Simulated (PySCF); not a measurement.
**Electronic structure of Tc²⁺ (technetium, charge +2) at the r2SCAN level**

Configuration: [Kr] 4d5, high-spin 6S determinant. Computed with PySCF 2.14 in aug-cc-pVDZ-PP with ECP28MDF, with a scalar-relativistic core potential.

```
Total energy                : -79.6530 hartree
One-electron energy         : -128.9844 hartree
Hartree (Coulomb) energy    : 57.8894 hartree
Exchange-correlation energy : -8.5580 hartree
⟨S²⟩                        : 8.7503
⟨L²⟩                        : 0.000
Sum of ⟨r⟩                  : 17.39 bohr
Sum of ⟨r²⟩                 : 27.37 bohr²
Time after the integrals    : 1.2 s of wall time on 1 thread of Neoverse-V1 (shared host)
```

```tsv
shell	electrons	mean orbital energy (eV)	rms radius, mean of both spins (bohr)
4s α	1	-93.667	1.14
4s β	1	-89.103	1.14
4p α	3	-64.821	1.26
4p β	3	-59.826	1.26
4d α	5	-24.075	1.75
```

Energies and moments cover only the electrons outside the core potential.
